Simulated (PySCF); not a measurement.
Basis and Hamiltonian dependence of the excitation energy of Cr²⁺

Cr²⁺ [Ar] 3d4 (5D) → Cr²⁺ [Ar] 3d3 4p1 (high-spin determinant). Calculated with PySCF 2.14 from differences of total energies of unrestricted determinants, without spin-orbit coupling. Values in eV.

```csv
basis,Hamiltonian,functions,UHF,PBE,PBE0,MP2 (valence),CCSD(T) (valence),CCSD(T) (valence and next inner shell)
ANO-RCC-VTZP,spin-free X2C,59,11.147,11.623,11.706,11.627,11.609,11.781
aug-cc-pVDZ-DK,spin-free X2C,59,11.276,11.871,11.926,11.707,n/a,n/a
x2c-TZVPPall,spin-free X2C,64,11.037,11.517,11.597,11.472,11.451,11.621
def2-TZVPPD,non-relativistic,67,11.272,11.743,11.827,11.707,11.689,11.854
aug-cc-pVTZ-DK,spin-free X2C,93,11.042,11.536,11.611,11.493,11.470,n/a
def2-QZVPPD,non-relativistic,93,11.283,11.798,11.871,11.771,11.751,n/a
aug-cc-pVTZ,non-relativistic,93,11.278,11.759,11.839,11.731,11.710,n/a
x2c-QZVPPall,spin-free X2C,96,11.046,11.576,11.642,11.532,11.511,11.706
dyall-av2z,non-relativistic,101,11.391,11.910,11.978,11.800,11.786,n/a
"aug-cc-pVTZ with one added diffuse shell each of s, p, d, f, g type",non-relativistic,118,11.278,11.759,11.839,11.731,n/a,n/a
"x2c-QZVPPall with one added diffuse shell each of s, p, d, f, g type",spin-free X2C,121,11.046,11.574,11.641,11.531,n/a,n/a
aug-cc-pwCVTZ-DK,spin-free X2C,127,11.032,11.545,11.616,11.518,n/a,n/a
aug-cc-pwCVTZ,non-relativistic,127,11.269,11.768,11.844,11.755,n/a,n/a
```

Task: Estimate the row for aug-cc-pwCVTZ-DK with one added diffuse shell each of s, p, d, f, g type (spin-free X2C, 152 functions).

Result: From the rows with the same Hamiltonian and similar size; the calculation gives UHF 11.03; PBE 11.54; PBE0 11.62; MP2 (valence) 11.52 (eV).

Frozen in the all-electron rows: valence: [Ar]; valence and next inner shell: [Ne].

One determinant mixes LS terms of the configuration, so the numbers do not refer to single terms. Non-relativistic rows lack the scalar-relativistic shift.
